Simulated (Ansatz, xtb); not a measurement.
**Isomers of CH8AlFN2 in order of energy**

8 gas-phase structures of CH8AlFN2, found in a search over its isomers (lower ones may exist). Each was relaxed with GFN2-xTB; where two conformers were screened, the lower at r2SCAN-D4/def2-SVP is listed:

A. `C[NH2+][Al@H-]([NH2])[F]`, a singlet
B. `NC[NH2+][AlH2-][F]`, a singlet
C. `CN[NH2+][AlH2-][F]`, a singlet
D. a singlet given by its coordinates
E. `N[CH2][Al@H-]([NH3+])[F]`, a singlet
F. `C[NH][Al@H-]([NH3+])[F]`, a singlet
G. `C[N@H+](N)[AlH2-][F]`, a singlet
H. `[CH3][Al@-]([NH2])([NH3+])[F]`, a singlet

D (Å):

```xyz
13

C    -1.6166   -0.9167   -0.8268
Al   -0.7830   -1.9207    1.5629
F    -0.4005   -0.8373    2.7795
N    -1.7968   -2.3203   -0.5627
N    -1.6727   -0.2895    0.4812
H    -1.3920   -2.9198   -1.2688
H    -2.7706   -2.5666   -0.4331
H    -2.3507   -0.4924   -1.5384
H    -0.6097   -0.7708   -1.2237
H    -2.6288   -0.2116    0.8197
H    -1.2514    0.6344    0.5078
H     0.4769   -2.3561    0.7682
H    -1.9342   -2.8667    2.0012
```

Close contacts (Å): C1–N4 1.44, C1–N5 1.45, Al2–F3 1.67, Al2–N4 2.39, Al2–N5 2.15, C1–H8 1.11, C1–H9 1.09, Al2–H12 1.55, Al2–H13 1.55, N4–H6 1.01, N4–H7 1.01, N5–H10 1.02, N5–H11 1.02.

Question: Which do you expect lowest at r2SCAN-D4/def2-SVP, and how would the others follow?

Answer: Calculated order at r2SCAN-D4/def2-SVP: H (0.0), A (16.8), F (20.0), B (44.1), E (45.5), D (52.6), G (68.9), C (72.5) kcal/mol.

Energies above the lowest of each column, in kcal/mol; the last columns are at PBE0-D3(BJ)/def2-SVP geometries and were run for some of them only (a dash: not run or not comparable):

```tsv
structure	GFN2-xTB	HF/STO-3G	r2SCAN-D4/def2-SVP	PBE0-D3(BJ)/def2-SVP	CCSD(T)/def2-SVP + ΔMP2/def2-TZVPP
H	16.2	0.0	0.0	0.0	0.0
A	0.0	15.3	16.8	14.8	16.6
F	4.3	15.2	20.0	17.7	20.7
B	11.5	46.4	44.1	–	–
E	38.6	40.2	45.5	–	–
D	12.9	59.2	52.6	–	–
G	27.3	59.9	68.9	–	–
C	28.1	60.3	72.5	–	–
```

CCSD(T)/def2-SVP + ΔMP2/def2-TZVPP puts H lowest of those it was run on; GFN2-xTB picks A. Flexible structures stand in one conformer each, not always the lowest. Frequencies (PBE0-D3(BJ)/def2-SVP) were run for A, F, H alone. The ΔMP2 step shifts differences by up to 4.3 kcal/mol, which makes them less sure. ΔMP2 is the change of the MP2 energy from the smaller to the larger basis.

Over these structures GFN2-xTB departs from r2SCAN-D4/def2-SVP by 16.9 kcal/mol on average once a common shift is removed. A GFN2-xTB relaxation took about 0.13 s and the r2SCAN-D4/def2-SVP energy about 2.8 s on a shared host (Ansatz 0.2.0, xtb 6.7.1).
